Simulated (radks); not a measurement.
Q: The mean radii <r> (bohr) of the occupied orbitals of an atom or ion are listed with their occupations. All-electron calculation, Dirac Kohn-Sham, LDA (Slater exchange, Perdew-Wang correlation), spin-unpolarised, spherical densities, finite nucleus; Fermi nuclear charge, rms radius of each element as measured or else 0.836 A^(1/3) + 0.57 fm. Program: a radial shooting solver on a logarithmic mesh with Libxc functionals.

orbital  occ.     <r>
1s1/2       2  0.2295
2s1/2       1   1.060
4f5/2       1   4.476

Name the element and its charge. Open shells, if any, fill j = l - 1/2 first.

A: Z = 7, nitrogen, charge +3: N3+ in [He] 2s1 4f1. The 1s radius gives Z: for a bare nucleus <r> = (2 gamma + 1)/(2Z) with gamma = sqrt(1 - (Z/c)^2), 0.2141 bohr for Z = 7, and screening makes it slightly larger (0.2295 here). The occupations add up to 4, and the charge is Z minus that.
